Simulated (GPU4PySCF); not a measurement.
Cu(MeCN)4 (C8H12CuN4), SMILES [N](->[Cu+](<-[N]#CC)(<-[N]#CC)<-[N]#CC)#CC, charge +1, multiplicity 1. Atoms are numbered in the order given.

```xyz
25

Cu     0.0105    -0.0087    -0.0052
C      2.8804    -1.2696    -3.3648
C      1.9785    -0.8726    -2.3084
N      1.2631    -0.5577    -1.4701
H      2.7455    -0.6204    -4.2312
H      2.6777    -2.3010    -3.6573
H      3.9125    -1.1934    -3.0193
C      2.1171    -0.4310     4.0562
C      1.4554    -0.2977     2.7790
N      0.9300    -0.1920     1.7658
H      2.5114     0.5360     4.3723
H      2.9405    -1.1422     3.9748
H      1.4092    -0.7894     4.8050
C     -1.2571     4.3629    -0.6343
C     -0.8583     2.9886    -0.4364
N     -0.5419     1.8981    -0.2795
H     -1.0525     4.6640    -1.6629
H     -0.7013     5.0117     0.0443
H     -2.3247     4.4713    -0.4368
C     -3.7117    -2.7020    -0.0833
C     -2.5411    -1.8558    -0.0577
N     -1.6124    -1.1844    -0.0375
H     -4.5786    -2.1466     0.2779
H     -3.5543    -3.5723     0.5555
H     -3.9038    -3.0383    -1.1033
```
Charge +1, spin multiplicity 1.

Geometry: PBE0-D3(BJ)/def2-TZVP. The spin state was assumed, not searched. The isomer is the one that the SMILES or the coordinates give; other isomers of the formula were not compared.

Two levels are set side by side: PBE-D3(BJ)/def2-TZVP (GPU4PySCF) and PBE0-D3(BJ)/def2-TZVP (GPU4PySCF). Each level has its own optimised geometry; the coordinates shown are those of the second. Differences are taken from unrounded values.

```json
[
 {"quantity": "mean bond length (Å)", "PBE0-D3(BJ)": "1.311", "PBE-D3(BJ)": "1.313", "PBE-D3(BJ) minus PBE0-D3(BJ)": "0.002"},
 {"quantity": "bond Cu1–N4 (Å)", "PBE0-D3(BJ)": "2.004", "PBE-D3(BJ)": "1.973", "PBE-D3(BJ) minus PBE0-D3(BJ)": "-0.032"},
 {"quantity": "bond Cu1–N10 (Å)", "PBE0-D3(BJ)": "2.004", "PBE-D3(BJ)": "1.972", "PBE-D3(BJ) minus PBE0-D3(BJ)": "-0.031"},
 {"quantity": "bond Cu1–N16 (Å)", "PBE0-D3(BJ)": "2.004", "PBE-D3(BJ)": "1.973", "PBE-D3(BJ) minus PBE0-D3(BJ)": "-0.031"},
 {"quantity": "bond Cu1–N22 (Å)", "PBE0-D3(BJ)": "2.004", "PBE-D3(BJ)": "1.973", "PBE-D3(BJ) minus PBE0-D3(BJ)": "-0.031"},
 {"quantity": "bond C2–C3 (Å)", "PBE0-D3(BJ)": "1.445", "PBE-D3(BJ)": "1.448", "PBE-D3(BJ) minus PBE0-D3(BJ)": "0.003"},
 {"quantity": "bond C3–N4 (Å)", "PBE0-D3(BJ)": "1.146", "PBE-D3(BJ)": "1.160", "PBE-D3(BJ) minus PBE0-D3(BJ)": "0.014"},
 {"quantity": "bond C8–C9 (Å)", "PBE0-D3(BJ)": "1.445", "PBE-D3(BJ)": "1.448", "PBE-D3(BJ) minus PBE0-D3(BJ)": "0.003"},
 {"quantity": "bond C9–N10 (Å)", "PBE0-D3(BJ)": "1.146", "PBE-D3(BJ)": "1.160", "PBE-D3(BJ) minus PBE0-D3(BJ)": "0.014"},
 {"quantity": "bond C14–C15 (Å)", "PBE0-D3(BJ)": "1.445", "PBE-D3(BJ)": "1.448", "PBE-D3(BJ) minus PBE0-D3(BJ)": "0.003"},
 {"quantity": "bond C15–N16 (Å)", "PBE0-D3(BJ)": "1.146", "PBE-D3(BJ)": "1.160", "PBE-D3(BJ) minus PBE0-D3(BJ)": "0.014"},
 {"quantity": "bond C20–C21 (Å)", "PBE0-D3(BJ)": "1.445", "PBE-D3(BJ)": "1.448", "PBE-D3(BJ) minus PBE0-D3(BJ)": "0.003"},
 {"quantity": "bond C21–N22 (Å)", "PBE0-D3(BJ)": "1.146", "PBE-D3(BJ)": "1.160", "PBE-D3(BJ) minus PBE0-D3(BJ)": "0.014"},
 {"quantity": "bond C2–H5 (Å)", "PBE0-D3(BJ)": "1.091", "PBE-D3(BJ)": "1.099", "PBE-D3(BJ) minus PBE0-D3(BJ)": "0.008"},
 {"quantity": "bond C2–H6 (Å)", "PBE0-D3(BJ)": "1.091", "PBE-D3(BJ)": "1.099", "PBE-D3(BJ) minus PBE0-D3(BJ)": "0.008"},
 {"quantity": "bond C2–H7 (Å)", "PBE0-D3(BJ)": "1.091", "PBE-D3(BJ)": "1.099", "PBE-D3(BJ) minus PBE0-D3(BJ)": "0.008"},
 {"quantity": "bond C8–H11 (Å)", "PBE0-D3(BJ)": "1.091", "PBE-D3(BJ)": "1.099", "PBE-D3(BJ) minus PBE0-D3(BJ)": "0.008"}
]
```

On these quantities the two levels nearly agree.
